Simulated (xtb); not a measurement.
Input for xtb: GFN2-xTB on H3NSSn (SMILES [NH2][Sn][SH]), a point of a torsion scan.

```
$ xtb mol.xyz --gfn 2 --opt vtight --chrg 0 --uhf 0 --input xcontrol
6

N     -1.63311939    -0.07483972     0.23506388
Sn     0.10521639    -0.91070067     0.97399982
S      1.98843112    -0.42164754    -0.43246170
H     -1.72697822     0.88089686     0.67052424
H     -1.60771766     0.03582093    -0.81254621
H      1.83954221    -0.90363635    -1.73166314
$constrain
  force constant=1.0
  dihedral: 1,2,3,6,300.0
$end
```

It printed:

```
[...]
           -------------------------------------------------
          |                Calculation Setup                |
           -------------------------------------------------



           -------------------------------------------------
          |                 G F N 2 - x T B                 |
           -------------------------------------------------

        Reference                      10.1021/acs.jctc.8b01176
      * Hamiltonian:
        H0-scaling (s, p, d)           1.850000    2.230000    2.230000
        zeta-weighting                 0.500000
      * Dispersion:
        s8                             2.700000
        a1                             0.520000
        a2                             5.000000
        s9                             5.000000
      * Repulsion:
        kExp                           1.500000    1.000000
        rExp                           1.000000
      * Coulomb:
        alpha                          2.000000
        third order                    shell-resolved
        anisotropic                    true
        a3                             3.000000
        a5                             4.000000
        cn-shift                       1.200000
        cn-exp                         4.000000
        max-rad                        5.000000


          ...................................................
          :                      SETUP                      :
          :.................................................:
          :  # basis functions                  27          :
          :  # atomic orbitals                  25          :
          :  # shells                           11          :
          :  # electrons                        18          :
          :  max. iterations                   250          :
          :  Hamiltonian                  GFN2-xTB          :
          :  restarted?                      false          :
          :  GBSA solvation                  false          :
          :  PC potential                    false          :
          :  electronic temp.          300.0000000     K    :
          :  accuracy                    1.0000000          :
          :  -> integral cutoff          0.2500000E+02      :
          :  -> integral neglect         0.1000000E-07      :
          :  -> SCF convergence          0.1000000E-05 Eh   :
          :  -> wf. convergence          0.1000000E-03 e    :
          :  Broyden damping             0.4000000          :
          :  net charge                          0          :
          :  unpaired electrons                  0          :
          ...................................................

 iter      E             dE          RMSdq      gap      omega  full diag
   1     -7.5334956 -0.753350E+01  0.225E+01    0.47       0.0  T
   2     -8.5443563 -0.101086E+01  0.308E+01    2.28       1.0  T
   3     -9.3194317 -0.775075E+00  0.138E+01    4.90       1.0  T
   4     -9.6960280 -0.376596E+00  0.645E+00    3.64       1.0  T
   5     -9.6788711  0.171568E-01  0.608E+00    3.79       1.0  T
   6     -9.8706543 -0.191783E+00  0.453E+00    2.59       1.0  T
   7     -9.8616225  0.903176E-02  0.762E+00    2.36       1.0  T
   8     -9.8719751 -0.103526E-01  0.717E-01    2.77       1.0  T
   9     -9.8719276  0.474987E-04  0.820E-01    2.75       1.0  T
  10     -9.8719550 -0.273561E-04  0.321E-01    2.83       1.0  T
  11     -9.8720181 -0.630920E-04  0.114E-01    2.82       1.0  T
  12     -9.8720345 -0.163979E-04  0.156E-02    2.80       2.6  T
  13     -9.8720332  0.129013E-05  0.279E-02    2.80       1.5  T
  14     -9.8720347 -0.148899E-05  0.601E-03    2.80       6.8  T
  15     -9.8720347  0.767780E-08  0.455E-03    2.80       9.0  T
  16     -9.8720347 -0.703447E-08  0.121E-03    2.80      33.8  T
  17     -9.8720347 -0.122918E-08  0.203E-04    2.80     201.3  T
  18     -9.8720347 -0.155573E-10  0.131E-04    2.80     310.8  T

   *** convergence criteria satisfied after 18 iterations ***

         #    Occupation            Energy/Eh            Energy/eV
      -------------------------------------------------------------
         1        2.0000           -0.8213814             -22.3509
       ...           ...                  ...                  ...
         3        2.0000           -0.5693270             -15.4922
         4        2.0000           -0.4957942             -13.4912
         5        2.0000           -0.4744466             -12.9103
         6        2.0000           -0.4361751             -11.8689
         7        2.0000           -0.3885538             -10.5731
         8        2.0000           -0.3806845             -10.3590
         9        2.0000           -0.3619725              -9.8498 (HOMO)
        10                         -0.2589722              -7.0470 (LUMO)
        11                         -0.1723358              -4.6895
        12                         -0.1605879              -4.3698
        13                   
[...]
0           -0.3832506             -10.4288
         9        2.0000           -0.3611655              -9.8278 (HOMO)
        10                         -0.2529348              -6.8827 (LUMO)
        11                         -0.1762287              -4.7954
        12                         -0.1587411              -4.3196
        13                         -0.1327054              -3.6111
        14                         -0.0879868              -2.3942
       ...                                ...                  ...
        25                          0.6067799              16.5113
      -------------------------------------------------------------
                  HL-Gap            0.1082307 Eh            2.9451 eV
             Fermi-level           -0.3070501 Eh           -8.3553 eV

 SCC (total)                   0 d,  0 h,  0 min,  0.005 sec
 SCC setup                      ...        0 min,  0.000 sec (  2.071%)
 Dispersion                     ...        0 min,  0.000 sec (  0.682%)
 classical contributions        ...        0 min,  0.000 sec (  0.267%)
 integral evaluation            ...        0 min,  0.001 sec ( 30.145%)
 iterations                     ...        0 min,  0.001 sec ( 23.576%)
 molecular gradient             ...        0 min,  0.002 sec ( 39.723%)
 printout                       ...        0 min,  0.000 sec (  3.053%)

         :::::::::::::::::::::::::::::::::::::::::::::::::::::
         ::                     SUMMARY                     ::
         :::::::::::::::::::::::::::::::::::::::::::::::::::::
         :: total energy              -9.856702951641 Eh    ::
         :: gradient norm              0.000109828467 Eh/a0 ::
         :: HOMO-LUMO gap              2.945107634002 eV    ::
         ::.................................................::
         :: SCC energy                -9.909038744809 Eh    ::
         :: -> isotropic ES            0.016685278875 Eh    ::
         :: -> anisotropic ES          0.003392731895 Eh    ::
         :: -> anisotropic XC          0.002068400732 Eh    ::
         :: -> dispersion             -0.003506483298 Eh    ::
         :: repulsion energy           0.052324213007 Eh    ::
         :: add. restraining           0.000011580161 Eh    ::
         :: total charge              -0.000000000000 e     ::
         :::::::::::::::::::::::::::::::::::::::::::::::::::::

           -------------------------------------------------
          |                Property Printout                |
           -------------------------------------------------

    * Orbital Energies and Occupations

         #    Occupation            Energy/Eh            Energy/eV
      -------------------------------------------------------------
         1        2.0000           -0.8149969             -22.1772
         2        2.0000           -0.6778629             -18.4456
         3        2.0000           -0.5808281             -15.8051
         4        2.0000           -0.5020031             -13.6602
         5        2.0000           -0.4683159             -12.7435
         6        2.0000           -0.4423776             -12.0377
         7        2.0000           -0.3868668             -10.5272
         8        2.0000           -0.3832506             -10.4288
         9        2.0000           -0.3611655              -9.8278 (HOMO)
        10                         -0.2529348              -6.8827 (LUMO)
        11                         -0.1762287              -4.7954
        12                         -0.1587411              -4.3196
        13                         -0.1327054              -3.6111
        14                         -0.0879868              -2.3942
        15                         -0.0814276              -2.2158
        16                         -0.0429021              -1.1674
        17                         -0.0236123              -0.6425
        18                          0.0208464               0.5673
        19                          0.0348456               0.9482
        20                          0.0445899               1.2134
       ...                                ...                  ...
        25                          0.6067799              16.5113
      -------------------------------------------------------------
                  HL-Gap            0.1082307 Eh            2.9451 eV
             Fermi-level           -0.3070501 Eh           -8.3553 eV

     #   Z          covCN         q      C6AA      α(0)
     1   7 N        2.543    -0.423    31.040     8.274
     2  50 Sn       1.695     0.351   448.674    45.537
     3  16 S        1.794    -0.429   160.099    21.297
     4   1 H        0.861     0.154     1.373     1.835
     5   1 H        0.860     0.169     1.280     1.772
     6   1 H        0.923     0.178     1.220     1.727
Note: The following floating-point exceptions are signalling: IEEE_UNDERFLOW_FLAG IEEE_DENORMAL
normal termination of xtb

 Mol. C6AA /au·bohr⁶  :       1801.249179
 Mol. C8AA /au·bohr⁸  :     130558.305196
 Mol. α(0) /au        :         80.443212


Wiberg/Mayer (AO) data.
largest (>0.10) Wiberg bond orders for each atom

 ---------------------------------------------------------------------------
     #   Z sym  total        # sym  WBO       # sym  WBO       # sym  WBO
 ---------------------------------------------------------------------------
     1   7 N    3.255 --     2 Sn   1.339     4 H    0.951     5 H    0.940
     2  50 Sn   2.550 --     1 N    1.339     3 S    1.112
     3  16 S    2.060 --     2 Sn   1.112     6 H    0.917
     4   1 H    0.976 --     1 N    0.951
     5   1 H    0.971 --     1 N    0.940
     6   1 H    0.968 --     3 S    0.917
 ---------------------------------------------------------------------------

Topologies differ in total number of bonds
Writing topology from bond orders to xtbtopo.mol

molecular dipole:
                 x           y           z       tot (Debye)
 q only:       -1.019      -0.480       0.397
   full:       -1.398      -0.834       1.007       4.865
molecular quadrupole (traceless):
                xx          xy          yy          xz          yz          zz
 q only:       -6.009      -0.762       1.983       0.887      -1.410       4.026
  q+dip:       -9.393      -1.775       2.846       2.926      -4.314       6.548
   full:      -10.633      -0.570       3.800       3.453      -2.084       6.833

           -------------------------------------------------
          |                Geometry Summary                 |
           -------------------------------------------------

      molecular mass/u    :      167.8054255
   center of mass at/Å    :        0.4133867      -0.7177384       0.6977720
  moments of inertia/u·Å² :        0.6230280E+02   0.1735706E+03   0.2333523E+03
rotational constants/cm⁻¹ :        0.2705759E+00   0.9712261E-01   0.7224113E-01

 * 3 selected distances

     #   Z          #   Z                                           value/Å
     1   7 N        4   1 H                                       1.0104844 (min)
     1   7 N        5   1 H                                       1.0118901
     3  16 S        6   1 H                                       1.3235257 (max)

 * 2 distinct bonds (by element types)

   Z      Z             #   av. dist./Å        max./Å        min./Å
   1 H    7 N           2     1.0111872     1.0118901     1.0104844
   1 H   16 S           1     1.3235257     1.3235257     1.3235257


optimized geometry written to: xtbopt.xyz


           -------------------------------------------------
          | TOTAL ENERGY               -9.856702951641 Eh   |
          | GRADIENT NORM               0.000109828467 Eh/α |
          | HOMO-LUMO GAP               2.945107634002 eV   |
           -------------------------------------------------

------------------------------------------------------------------------
------------------------------------------------------------------------
 total:
 SCF:
 ANC optimizer:
```

The run finished.

Warnings raised: the energy holds the restraint's term.

Cost: very roughly 0.24 core-seconds.
